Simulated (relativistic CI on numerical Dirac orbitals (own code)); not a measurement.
**Slater and spin-orbit integrals, Sm⁷⁺**

Method of calculation: Dirac-Coulomb-Breit CI, orbitals from a KLI potential per configuration, a model potential for QED, unscaled Slater integrals (own radial code, finite nucleus).

Slater integrals F^k, G^k are unscaled and averaged over j, outside the closed core [Ar] 3d10 4p6 4d10; ζ comes from projecting the Hamiltonian with its Breit term on Σ l·s of the shell.

- 4s²4f⁴5s²5p³: F^2(4f,4f) = 121670, F^4(4f,4f) = 76929, F^6(4f,4f) = 55514, ζ(4f) = 1276.8, F^2(5p,5p) = 75037, F^2(4f,5p) = 58998, G^2(4f,5p) = 27971, G^4(4f,5p) = 22640, ζ(5p) = 26592 cm⁻¹; <r>(4f) = 0.8038, <r^2>(4f) = 0.7889, <r>(5p) = 1.432, <r^2>(5p) = 2.292 (bohr units).
- 4s²4f³5s5p⁵: F^2(4f,4f) = 126790, F^4(4f,4f) = 80412, F^6(4f,4f) = 58103, ζ(4f) = 1413.7, G^3(4f,5s) = 30935, F^2(4f,5p) = 59213, G^2(4f,5p) = 26763, G^4(4f,5p) = 21947, G^1(5s,5p) = 99336, ζ(5p) = 27467 cm⁻¹; <r>(4f) = 0.7769, <r^2>(4f) = 0.7322, <r>(5s) = 1.278, <r^2>(5s) = 1.822, <r>(5p) = 1.413, <r^2>(5p) = 2.231 (bohr units).
- 4s²4f²5s²5p⁴6s: F^2(4f,4f) = 132280, F^4(4f,4f) = 84171, F^6(4f,4f) = 60902, ζ(4f) = 1497.8, F^2(5p,5p) = 77655, F^2(4f,5p) = 60347, G^2(4f,5p) = 25964, G^4(4f,5p) = 21644, ζ(5p) = 29757, G^3(4f,6s) = 5393.6, G^1(5p,6s) = 9505.3 cm⁻¹; <r>(4f) = 0.75, <r^2>(4f) = 0.6769, <r>(5p) = 1.38, <r^2>(5p) = 2.13, <r>(6s) = 2.443, <r^2>(6s) = 6.616 (bohr units).

Averages of the first 4 configurations, taken without configuration mixing, which lowers the lowest level and can move excited configurations by several eV; other configurations of the list can lie among them:

| Configuration | Parity | States | Average energy above the lowest level (eV) |
| --- | --- | --- | --- |
| 4s²4f⁴5s²5p³ | odd | 20020 | 14.5 |
| 4s²4f³5s5p⁵ | even | 4368 | 35.2 |
| 4s²4f²5s²5p⁴6s | even | 2730 | 57.3 |
| 4s4f³5s²5p⁵ | even | 4368 | 367.0 |
